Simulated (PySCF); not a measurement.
C2H9BO3Si2, SMILES OB(O)[SiH2][SiH2]C(=O)C, GFN2-xTB optimised geometry.

```
17

C      3.40    -0.61     0.00
C      1.90    -0.61     0.00
O      1.27    -1.65     0.01
Si     0.94     1.06     0.00
Si    -0.93     0.73     1.34
B     -1.98    -0.87     0.83
O     -3.31    -0.81     1.03
O     -1.48    -2.01     0.30
H      3.75    -0.05    -0.87
H      3.74    -0.09     0.89
H      3.80    -1.62    -0.02
H      0.70     1.26    -1.44
H      1.97     2.06     0.32
H     -1.68     2.00     1.32
H     -0.40     0.68     2.72
H     -3.80    -1.60     0.78
H     -0.52    -2.06     0.15
```

Density from PBE0/def2-SVP run with PySCF 2.14.0 at that geometry.

Minimum of the electron density along straight lines between bonded atoms, close to the bond critical point (lines longer than 1.1 times the sum of covalent radii, or with two minima, are not listed):

```csv
bond,length / Å,ρ at the minimum / e bohr⁻³,∇²ρ there / e bohr⁻⁵,position (fraction from the first atom)
C1–C2,1.498,0.261,-0.63,0.49
C2–O3,1.221,0.394,0.37,0.33
C2–Si4,1.928,0.108,0.30,0.62
Si4–Si5,2.328,0.089,-0.02,0.65
Si5–B6,1.983,0.113,0.08,0.38
B6–O7,1.355,0.205,1.17,0.33
B6–O8,1.348,0.209,1.18,0.33
C1–H9,1.088,0.274,-1.00,0.63
C1–H10,1.088,0.273,-1.00,0.63
C1–H11,1.088,0.276,-1.03,0.64
Si4–H12,1.473,0.114,0.32,0.49
Si4–H13,1.470,0.115,0.32,0.49
Si5–H14,1.474,0.114,0.31,0.49
Si5–H15,1.482,0.112,0.31,0.49
O7–H16,0.960,0.355,-2.38,0.82
O8–H17,0.969,0.340,-2.55,0.83
```
